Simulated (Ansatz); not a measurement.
# One elementary step

Start structure (ZnH$_{4}$SO$_{2}$, singlet), relaxed at PBE0-D4/def2-TZVP:

Zn1  (0.497, 0.092, -0.597)
S2  (2.633, 0.252, -0.255)
O3  (-1.167, 0.112, -1.339)
H4  (-0.920, 0.349, 1.840)
O5  (-0.787, -0.310, 1.154)
H6  (2.548, -0.322, 0.957)
H7  (-1.271, 0.065, -2.288)
H8  (-1.533, -0.239, 0.528)
(Å)

The step: ZnH₂SO ([OH][Zn][SH]) + H₂O → ZnH₂O₂ ([OH][Zn][OH]) + H₂S (still joined by a long Zn–S bond); bonds formed: S2–H4; dative contacts that become bonds: Zn1–O5; bonds broken: H4–O5; bonds weakened to dative contacts: Zn1–S2. Program: Ansatz 0.2.0. Basis: def2-TZVPP and def2-QZVPP. Cores are frozen in the correlated methods. The 3s and 3p shells of Cu and Zn are frozen; filled d shells are correlated. Extrapolation: Hartree–Fock as exp(−7.88 √X), correlation as X^−2.97. Energies below are by CCSD(T) at an estimated basis limit (MP2 extrapolated from triple and quadruple zeta, plus CCSD(T) − MP2 in triple zeta).

Q: What are the electronic barrier and the energy of the step, from the start structure to the end structure? (To be estimated.)

A: The calculation gives: Barrier 1.165 eV; step energy 0.903 eV (uphill); reverse barrier, their difference, 0.262 eV. Barrier and step energy count from the start structure, the reverse barrier from the end structure.

The saddle point: One imaginary mode of 613i cm⁻¹.
```tsv
pair	start (Å)	saddle (Å)	end (Å)
Zn1–O5	2.21	1.88	1.81
S2–H4	4.13	1.50	1.35
Zn1–S2	2.17	2.51	2.72
H4–O5	0.96	1.42	2.16
```

Zero-point energy (harmonic, PBE0-D4): ZPE is 1.286 eV at the start and 1.136 eV at the saddle, so the barrier goes from 1.165 to 1.015 eV.

First-order rate constant out of the start structure at 498 K by transition-state theory, with harmonic vibrational free energies alone and no tunnelling: ΔA‡ = 1.082 eV, so k = (kB T/h) exp(−ΔA‡/kB T) ≈ 10^2 s⁻¹ (an order of magnitude at best: rotation, the number of equivalent paths and anharmonicity are left out).

The T1 diagnostic stays at or below 0.016.

Labels in which every atom is bracketed show which atoms are joined, not bond orders.

For scale, one of the runs: CCSD(T)/def2-TZVPP, 224 basis functions, launched by `ansatz run in.yaml --threads 8 --pin off --events-out ev --progress --plain --max-ram 19148MiB`. Time: 73 s of wall clock on 8 CPU threads of an Arm Neoverse V1; the host was shared. Peak host memory: 3.6 GiB.
